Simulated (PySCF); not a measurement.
## C₆ coefficients of unlike pairs at r2SCAN0

Calculated with PySCF 2.14 from the dipole response of each species, C₆(A,B) = (3/π) ∫ α_A(iu) α_B(iu) du, in atomic units, from isotropic polarisabilities. For ions this is the dispersion term alone; charge-induced terms of lower order in 1/R come first.

```tsv
species	configuration	basis	relativity	α (bohr³)	C₆ (like pair)
Se³⁺	[Ar] 3d10 4s2 4p1 (2P)	aug-cc-pwCVTZ-PP with ECP10MDF (8s7p6d4f1g)	core potential	6.646	24.06
Re⁺	[Xe] 4f14 5d5 6s1 (7S)	aug-cc-pVQZ-PP with ECP60MDF (7s7p6d4f3g2h)	core potential	31.59	271.3
Ca⁺	[Ar] 4s1 (2S)	x2c-TZVPPall with one added diffuse shell each of s, p, d type (7s6p4d)	spin-free X2C	81.29	609.8
Te⁺	[Kr] 4d10 5s2 5p3 (4S)	x2c-QZVPPall with one added diffuse shell each of s, p, d, f type (14s10p8d5f1g)	spin-free X2C	22.04	192.1
```

(1) Estimate C₆ for Ca⁺ with Re⁺.

No spin-orbit coupling is included.

The other pairs:

```csv
pair,C₆
"Re⁺, Se³⁺",78.10
"Te⁺, Re⁺",226.3
"Te⁺, Ca⁺",281.5
"Ca⁺, Se³⁺",91.61
"Te⁺, Se³⁺",67.30
```

Answers

(1) The integral gives 360.6. The combination rule 2 C_A C_B / (C_A α_B/α_A + C_B α_A/α_B) gives 353.8 and the geometric mean 406.7.
